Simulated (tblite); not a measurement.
C6H9ClSi.
Geometry (GFN2-xTB, Å), atoms numbered from 1 in this order:
```
atom  x, y, z in Å
Cl1    2.373    1.892   -0.131
C2     2.710    0.149   -0.005
C3     1.498   -0.645   -0.437
Si4   -0.075   -0.028    0.455
C5    -1.530   -1.215    0.268
C6    -2.528   -0.580   -0.355
C7    -2.273    0.797   -0.751
C8    -1.067    1.293   -0.451
H9     3.585   -0.049   -0.626
H10    2.954   -0.039    1.040
H11    1.683   -1.695   -0.213
H12    1.373   -0.562   -1.517
H13    0.221    0.298    1.855
H14   -1.621   -2.233    0.605
H15   -3.487   -1.026   -0.580
H16   -3.046    1.354   -1.262
H17   -0.777    2.300   -0.696
```

Calculated harmonic vibrations of the isolated species, GFN2-xTB (tblite), most abundant isotopes, no scaling. The method is semi-empirical: single wavenumbers can be off by several per cent or more. Modes of hydrogen on silicon can be 10 to 20 % off. One conformer, not necessarily the lowest.

Harmonic wavenumbers (cm⁻¹): 40.8, 67.7, 89.2, 132.1, 195.5, 322.3, 358.6, 407.4, 480.3, 566.8, 633.5, 646.5, 663.0, 686.6, 727.4, 767.1, 778.4, 809.3, 839.2, 912.5, 917.8, 928.3, 1002.6, 1057.8, 1105.9, 1113.5, 1121.7, 1161.3, 1264.1, 1265.8, 1280.2, 1331.4, 1451.2, 1467.5, 1552.5, 1619.3, 2231.8, 2966.7, 2982.0, 2992.8, 3001.8, 3052.2, 3062.8, 3101.4, 3109.9.

A = 3228, B = 846.3, C = 715.1 MHz; mass 144.016 u (most abundant isotopes); point group C1, symmetry number 1.

Question: What is the zero-point energy?

Answer: ½Σν̃ = 28133 cm⁻¹ = 336.55 kJ/mol.

Question: Entropy at 298.15 K, 1 bar (ideal gas, RRHO, classical rotation)?

Answer: Translation 170.84, rotation 123.38, vibration 110.00: S = 404.2 J/(mol K).

Question: And Cp and H(298.15 K) − H(0)?

Answer: Cp = 149.69 J/(mol K), of which vibrations give 116.43 (their classical limit is 45 R = 374.2); H(298.15 K) − H(0) = 26.81 kJ/mol without the zero-point energy, 16.89 from vibrations.

Question: Which modes carry the vibrational entropy at 298.15 K?

Answer: 40.8 cm⁻¹: 21.84; 67.7 cm⁻¹: 17.65; 89.2 cm⁻¹: 15.39; 132.1 cm⁻¹: 12.20; 195.5 cm⁻¹: 9.10; 322.3 cm⁻¹: 5.43 J/(mol K); the other 39 give 28.40 together.

Question: What must be added to the electronic energy to get the Gibbs energy at 298.15 K and 1 bar?

Answer: ZPE + [H(298.15 K) − H(0)] − T·S = 336.55 + 26.81 − 120.52 = 242.84 kJ/mol.

Hindered rotation and anharmonicity are outside this model. Other conformers, if any are populated, would add a mixing term that is left out. The structure is chiral; the term R ln 2 for an equal mix with its mirror image is left out.

Hardware: an Arm Neoverse V1 with one thread (shared host). Cost: 0.78 s. This covers the Hessian and the dipole derivatives.
